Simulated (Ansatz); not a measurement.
Question: Name a neutral molecule of Cl, O, Si, Sn and H with HOMO energy (ωB97M-V/def2-TZVPP) between -10.00 and -9.70 eV and HOMO energy (PBE/def2-TZVPP) between -6.60 and -6.30 eV (Ansatz, PBE0-D4/def2-TZVP geometry).

Answer: `[OH][SnH2][SiH2]Cl` (-9.73 eV, -6.40 eV). Other molecules can fit too; these were computed, each in one conformer that needn't be the lowest.
